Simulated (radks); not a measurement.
Values are calculated unless marked as measured or tabulated.
The mean radii <r> (bohr) of the occupied orbitals of an atom or ion are listed with their occupations. Level of theory: non-relativistic Kohn-Sham, PBE, spin-polarised, spherical densities, point nucleus (a radial shooting solver on a logarithmic mesh with Libxc functionals).

orbital  occ.      <r>
1s up       1  0.02982
1s down     1  0.02982
2s up       1   0.1286
2s down     1   0.1286
2p up       3   0.1096
2p down     3   0.1096
3s up       1   0.3422
3s down     1   0.3422
3p up       3   0.3327
3p down     3   0.3326
3d up       5   0.3026
3d down     5   0.3025
4s up       1   0.7600
4s down     1   0.7600
4p up       3   0.7797
4p down     3   0.7799
4d up       1   0.8199

Name the element and its charge. Open shells, if any, are filled with parallel spins first.

Answer. Z = 51, antimony, charge +14: Sb14+ in [Kr] 4d1. The 1s radius gives Z: for a bare nucleus <r> = 1.5/Z, 0.02941 bohr for Z = 51, and screening makes it slightly larger (0.02982 here). The occupations add up to 37, and the charge is Z minus that.
